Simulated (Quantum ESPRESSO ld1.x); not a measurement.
The numbers below are computed, except where a source is named.
Problem. The table gives one normalised radial function P(r) = r R(r) of Tb25+ in [Kr] 4d4 (r in bohr). Level of theory: scalar-relativistic Kohn-Sham, PBE, spin-unpolarised, spherical densities, point nucleus (ld1.x of Quantum ESPRESSO 7.5).

| r | P |
|---|---|
| 0.002503 | 0.4551 |
| 0.003259 | 0.5422 |
| 0.00421 | 0.6313 |
| 0.005481 | 0.7199 |
| 0.007138 | 0.7917 |
| 0.00922 | 0.8256 |
| 0.01201 | 0.7956 |
| 0.01563 | 0.6654 |
| 0.02019 | 0.4127 |
| 0.02629 | 0.0089 |
| 0.03424 | -0.5067 |
| 0.04423 | -1.0078 |
| 0.05759 | -1.3285 |
| 0.07499 | -1.2061 |
| 0.09687 | -0.5189 |
| 0.1261 | 0.6503 |
| 0.1642 | 1.8050 |
| 0.2122 | 2.3335 |
| 0.2763 | 2.0209 |
| 0.3597 | 1.1938 |
| 0.4647 | 0.4800 |
| 0.6051 | 0.1144 |
| 0.7879 | 0.0146 |
| 1.018 | 0.0009 |
| 1.325 | 0.0000 |
| 1.726 | 0.0000 |
| 2.229 | 0.0000 |
| 2.903 | 0.0000 |

Which n and l does it have? It may be an empty orbital.

Solution. n = 3, l = 0: the number of nodes gives n - l - 1 = 2, the rise at small r (about r^(l+1), flatter next to the nucleus through relativity) gives l, and the extent must fit the shell. The curve is that of 3s. 3s: eigenvalue -2695.7 eV, 2 radial nodes at r = 0.0264, 0.110 bohr, <r> = 0.238 bohr, 90 % of the charge inside 0.348 bohr.
